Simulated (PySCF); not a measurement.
**Nuclear quadrupole coupling in `C=CC[Si@@](N)(C[SiH3])O[SiH3]`**

C₄H₁₅NOSi₃.
Geometry (GFN2-xTB, Å), atoms numbered from 1 in this order:
```xyz
24
C4H15NOSi3 angstrom
C     -2.8297   -0.5132   -1.0632
C     -2.2399   -0.9534    0.0346
C     -0.8161   -1.3669    0.1231
Si     0.2243    0.0202    0.9499
N     -0.2492    0.4360    2.5586
C      2.0695   -0.4145    0.9454
Si     2.8481   -0.5891   -0.7731
O     -0.0365    1.3920    0.1194
Si    -0.3514    2.2448   -1.2161
H     -3.8573   -0.1917   -1.0718
H     -2.3060   -0.4642   -2.0036
H     -2.7921   -0.9890    0.9659
H     -0.7321   -2.2844    0.7067
H     -0.4283   -1.5697   -0.8744
H     -0.1732   -0.2515    3.2888
H     -1.0847    0.9849    2.6800
H      2.5981    0.3643    1.4924
H      2.2224   -1.3360    1.5051
H      4.2779   -0.8888   -0.6157
H      2.2324   -1.7060   -1.5009
H      2.7031    0.6425   -1.5502
H      0.5327    3.4064   -1.1318
H     -1.7654    2.6120   -1.1612
H     -0.0585    1.4351   -2.4005
```

Field gradients from the PBE0/pcSseg-1 density (PySCF, non-relativistic), principal values in atomic units, ordered |Vxx| ≤ |Vyy| ≤ |Vzz|:

```json
{"atom": "N5", "Vxx": "0.3005", "Vyy": "0.6288", "Vzz": "-0.9293"}
{"atom": "O8", "Vxx": "-0.4512", "Vyy": "-0.6226", "Vzz": "1.0738"}
```

Find the asymmetry η = (Vxx − Vyy)/Vzz and the couplings χ = eQV/h (234.96 MHz × Q in barn × V in au), with Q(14N) = 0.02044 b, Q(17O) = −0.0256 b.

```tsv
atom	environment	nucleus	η	χzz (MHz)	χxx (MHz)	χyy (MHz)
N5	silicon-bound nitrogen	14N	0.35	-4.463	1.443	3.020
O8	siloxane oxygen	17O	0.16	-6.46	2.71	3.75
```

What is Vzz at O8 in SI units (1 au = 9.71736 × 10²¹ V/m²)?

1.0738 au = 10.434 × 10²¹ V/m².

Were the hydrogens deuterons (Q(2H) = 0.00286 b), χzz would run from 107 kHz (H19, H24 and H20) to 292 kHz (H15).

One conformer (not necessarily the lowest) at the GFN2-xTB geometry, without solvent, vibrations or thermal averaging. GFN2-xTB bond lengths can be off by several hundredths of an ångström, more for odd bonds, and the gradients follow them. A larger basis could move these couplings by a tenth or more.
